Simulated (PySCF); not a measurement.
Isomers of C5H6F3OP. Method used: PBE0-D3(BJ)/def2-SVP geometry optimisation, gas phase (PySCF). One conformer each; no zero-point energy, no entropy. No frequencies were run at this level. Point groups hold within 0.08 Å.

Question: Rank from lowest to highest electronic energy at this level (kJ/mol).
A. `[O:1]=[P@H:2]1[CH:3]=[C:4]([C:5]([F:6])([F:7])[F:8])[CH2:9][CH2:10]1` with O1–P2–C3–C4 134°, C3–C4–C9–C10 -13°, C4–C9–C10–P2 18°, O1–P2–C10–C9 -142°
B. `[CH2:1]=[CH:2][C@@H:3]1[CH2:4][P@:5]1(=[O:6])[C:7]([F:8])([F:9])[F:10]` with C1–C2–C3–C4 -147°
C. `[O:1]=[P@@H:2]([C:3]([F:4])=[C:5]([F:6])[F:7])[CH:8]1[CH2:9][CH2:10]1` with O1–P2–C3–F4 178°, O1–P2–C8–C9 30°

Answer: A (0.0), B (176.0), C (209.1).

As drawn, the highest has a three-membered ring, which the lowest lacks.

```json
{"SMILES": "O=[P@H]1C=C(C(F)(F)F)CC1", "E (Eh)": "-909.02054", "E rel (kJ/mol)": "0.0", "dipole (D)": "3.29", "point group": "C1", "A, B, C (MHz)": "2531, 642.3, 580.5"}
{"SMILES": "C=C[C@@H]1C[P@]1(=O)C(F)(F)F", "E (Eh)": "-908.95350", "E rel (kJ/mol)": "176.0", "dipole (D)": "3.65", "point group": "C1", "A, B, C (MHz)": "1579, 952.0, 765.8"}
{"SMILES": "O=[P@@H](C(F)=C(F)F)C1CC1", "E (Eh)": "-908.94089", "E rel (kJ/mol)": "209.1", "dipole (D)": "2.93", "point group": "C1", "A, B, C (MHz)": "2002, 722.0, 637.9"}
```

Q: How do the relative energies change in single points at PBE0/pcSseg-1 (no added dispersion term) on the same geometries?

A: 
```csv
SMILES,PBE0-D3(BJ)/def2-SVP (kJ/mol),PBE0/pcSseg-1 (kJ/mol),shift
O=[P@H]1C=C(C(F)(F)F)CC1,0.0,0.0,0.0
C=C[C@@H]1C[P@]1(=O)C(F)(F)F,176.0,170.0,-6.0
O=[P@@H](C(F)=C(F)F)C1CC1,209.1,209.4,+0.3
```

Each column counts from its own lowest isomer. The order is unchanged; the largest shift is 6.0 kJ/mol.
